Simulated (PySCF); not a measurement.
H₁₂Si₆, SMILES [SiH2]1[SiH2][SiH2][SiH2][SiH2][SiH2]1.

The structure is a stationary point at B3LYP-D3(BJ)/def2-SVP.

Calculation: TDA-PBE/def2-SVPD (PySCF 2.14.0).

Vertical excitations; the highest root listed may be one member of a degenerate set. Gas-phase values at a fixed geometry. State labels are in the subgroup C2h.

```tsv
state	symmetry	energy (eV)	λ (nm)	f	main pairs
S1	Au	5.50	226	0.000	HOMO→LUMO 97 %
S2	Bg	5.50	225	0.000	HOMO−1→LUMO (degenerate set)
S3	Ag	5.50	225	0.000	HOMO−2→LUMO (degenerate set)
S4	Bg	5.58	222	0.000	HOMO→LUMO+1 99 %
S5	Au	5.69	218	0.011	HOMO−1→LUMO+1 (degenerate set)
S6	Bu	5.69	218	0.011	HOMO−2→LUMO+1 (degenerate set)
T1	Au	5.07	245	0	HOMO→LUMO 97 %
T2	Ag	5.08	244	0	HOMO−2→LUMO 96 %
```
Triplets are in the Tamm–Dancoff approximation.
